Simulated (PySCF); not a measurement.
C2HO, doublet (typed; the unrestricted solution is spin-contaminated), at a GFN2-xTB geometry. Base run: MP2/STO-3G run with PySCF.

Here is a job for PySCF.
```python
from pyscf import gto, scf, mp

mol = gto.M(
    atom='''
C     0.020962   -0.291180   -1.196607
C     0.004407    0.004021    0.017111
H     0.107673   -0.539854   -2.209945
O    -0.032486    0.282851    1.160865
''',
    basis='sto-3g',
    charge=0,
    spin=1,
    verbose=4,
)

mf = scf.UHF(mol)
mf.kernel()

pt = mp.MP2(mf, frozen=3)
pt.kernel()
print('E(MP2) = %.10f' % pt.e_tot)
```

Variants of this job, named by their change:

```tsv
change	basis functions	E (Eh)	MP2 correlation (Eh)	SCF-reference HOMO (eV)	SCF-reference dipole (D)
base	16	-149.23232	-0.13709	-7.05	1.21
basis = 3-21G	29	-150.50687	-0.26592	-9.73	2.00
basis = 6-31G	29	-151.27635	-0.26465	-9.82	2.38
basis = cc-pVDZ	47	-151.49400	-0.39668	-9.97	2.12
basis = def2-SVP	47	-151.36192	-0.39671	-10.10	2.16
basis = pc-1	47	-151.44374	-0.40142	-10.21	2.28
basis = 6-31+G*	56	-151.47596	-0.38919	-10.07	2.35
basis = aug-pcseg-1	78	-151.46180	-0.41291	-10.13	2.25
basis = def2-TZVP	99	-151.63783	-0.49077	-10.12	2.27
basis = cc-pVTZ	104	-151.63643	-0.49541	-10.10	2.24
basis = pc-2	104	-151.62771	-0.48513	-10.14	2.30
basis = def2-TZVPP	107	-151.64047	-0.49304	-10.12	2.27
basis = def2-TZVPD	123	-151.64039	-0.49295	-10.13	2.30
```

Totals compare only among sets that treat the same electrons; sets with core potentials leave the core out.

Open shells are given as the SCF converged; they aren't shown to be the lowest states, and a large step between rows can be another state.
